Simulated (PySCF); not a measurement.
C₅H₁₄NPSi₂.
Atom-mapped SMILES: `[CH2:1]=[CH:2][SiH2:3][NH:4][Si@@H:5]([PH2:6])[CH:7]1[CH2:8][CH2:9]1`

NICS = −σ at a ghost point: NICS(0) at the centroid of the ring atoms, NICS(1) 1 Å to either side along the normal of their mean plane, zz for the tensor component along that normal. Level: GIAO PBE0/pcSseg-1 (PySCF, non-relativistic, gas phase) on the GFN2-xTB geometry, one conformer.

Ring bond lengths (Å), with Mayer bond orders in brackets: C7–C8 1.501 (0.95), C8–C9 1.491 (0.97), C9–C7 1.501 (0.96).

What do the NICS probes read (ppm)?

```csv
ring,type,NICS(0),"NICS(1), two faces","NICS(1)zz, two faces",rms pucker (Å),"centre to ring atoms, mean (Å)"
C7–C8–C9,3-membered carbocycle; formal bonds all single,-45.1,-8.4 / -9.1,-24.1 / -22.8,0.00,0.86
```

What can be read from them?

- C7–C8–C9: mean NICS(1)zz -23.4 ppm, shielded. C7, C8, C9 have four or more neighbours, so the value isn't read as a sign of a π ring current. NICS(0) lies 36 ppm below the mean NICS(1).

At the second NICS(1) probe listed for ring C7–C8–C9, 1 Å off the ring, what do the in-plane components average?

The isotropic value is a third of the trace: (3 × -9.1 − (-22.8))/2 = -2.2 ppm.
